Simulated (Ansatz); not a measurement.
Si(F)(Br)(OH)2 (BrFH₂O₂Si), SMILES F[Si](O)(O)Br.

Geometry optimised at r2SCAN-D4/def2-SVP. The geometry has at least one imaginary mode, so it is a saddle point at that level. The structure was generated by enumeration, and PubChem lists no compound with its InChIKey, so it may never have been made. One conformer was computed; it need not be the lowest.

Two levels are set side by side: PBE/def2-SVPD (Ansatz, a quantum-chemistry and plane-wave program) and PBE0/def2-SVPD (Ansatz). Energy differences of separate SCF runs at the same geometry; the states with an electron removed or added have multiplicity 2 and 2. Differences are taken from unrounded values.

```
quantity                            PBE0
---------------------------------  -----
vertical ionisation energy (eV)    11.34
vertical singlet–triplet gap (eV)   7.05
```

Task: What does PBE give, and how far is it from PBE0? (An estimate is asked for; the answer gives what the named calculation found.)

Result: 
```csv
quantity,PBE,PBE minus PBE0
vertical ionisation energy (eV),10.84,-0.50
vertical singlet–triplet gap (eV),6.47,-0.58
```
